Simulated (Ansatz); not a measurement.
`[OH][Ga]([F])[Cl]` + `[Br][Mg][Br]` → `[F][Ga]([Cl])[Br]` + `[OH][Mg][Br]`  (redistribution)

Isolated molecules relaxed with PBE0-D4/def2-TZVP in Ansatz; ΔE leaves out vibrations. CCSD(T)/CBS adds triple-zeta CCSD(T) − MP2 to the extrapolated MP2 energy (def2 sets, frozen cores). DFT in def2-TZVPP. For Br, Ga, Mg outer-core shells are correlated without core-valence functions, which leaves a few kJ/mol of doubt a bond. Scalar relativity is left out up to krypton. Each species was taken in one conformer, which may not be the lowest.

`[OH][Ga]([F])[Cl]`:

```xyz
5

O     0.831    0.819   -0.764
Ga   -0.256    0.009    0.359
F    -0.886    0.946    1.674
Cl   -0.833   -2.019    0.199
H     1.144    0.245   -1.468
```

`[Br][Mg][Br]`:

Cartesian coordinates in Å:
```
Br -1.235 -0.514 -1.895
Mg 0.001 0.001 -0.001
Br 1.234 0.514 1.896
```

`[F][Ga]([Cl])[Br]`:

```xyz
4

F     1.572   -0.765   -0.484
Ga    0.074   -0.037    0.003
Cl   -0.326    0.082    2.068
Br   -1.320    0.721   -1.587
```

`[OH][Mg][Br]`:

```xyz
4

O     0.406    1.141    0.193
Mg   -0.184   -0.475   -0.131
Br   -0.979   -2.606   -0.620
H     0.756    1.941    0.558
```

(1) Is it downhill or uphill in electronic energy at CCSD(T)/CBS, and by how much? (Estimate.)

(2) What do these levels give: CAM-B3LYP-D4, ωB97X-V, ωB97M-V, r2SCANh, CAM-B3LYP, MP2/def2-QZVPP? (Best estimate.)

Largest T1 diagnostic among the species: 0.014.

Results:

(1) Computed: Uphill: ΔE = +20.4 kJ/mol.

(2) Computed: CAM-B3LYP-D4 19.8, ωB97X-V 23.5, ωB97M-V 21.3, r2SCANh 23.9, CAM-B3LYP 21.0, MP2/def2-QZVPP 19.4 kJ/mol.

At CCSD(T), def2-SVP lies +3.6 kJ/mol from the extrapolated value and def2-TZVPP +3.8 kJ/mol. In def2-TZVPP, CCSD(T) changes the Hartree–Fock value by −7.0 kJ/mol (the triples alone add +0.2 kJ/mol) and MP2 by −9.4 kJ/mol. From BLYP to BHLYP (50 % exact exchange), in def2-TZVPP and without D4, ΔE moves by +4.0 kJ/mol.
